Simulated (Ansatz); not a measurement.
Computed with Ansatz.

A structure relaxed at PBE0-D4/def2-TZVP, charge 0, multiplicity 1:

```xyz
12

C    -0.892    1.213   -1.396
C     0.061    0.991   -0.499
C     0.732   -0.321   -0.270
Si    0.073   -1.151    1.259
F     0.846   -2.525    1.491
Cl    0.400    0.029    2.897
H    -1.358    2.186   -1.492
H    -1.233    0.433   -2.069
H     0.368    1.803    0.156
H     1.814   -0.205   -0.151
H     0.560   -1.005   -1.108
H    -1.371   -1.446    1.183
```

Give its formula and SMILES.

C3H6ClFSi, `C=CC[SiH](F)Cl`.

Summarise the bond lengths by kind.

2 × C–C 1.327 to 1.492 Å; 5 × C–H 1.083 to 1.095 Å; 1 × C–Si 1.860 Å; 1 × F–Si 1.594 Å; 1 × Cl–Si 2.045 Å; 1 × H–Si 1.476 Å.
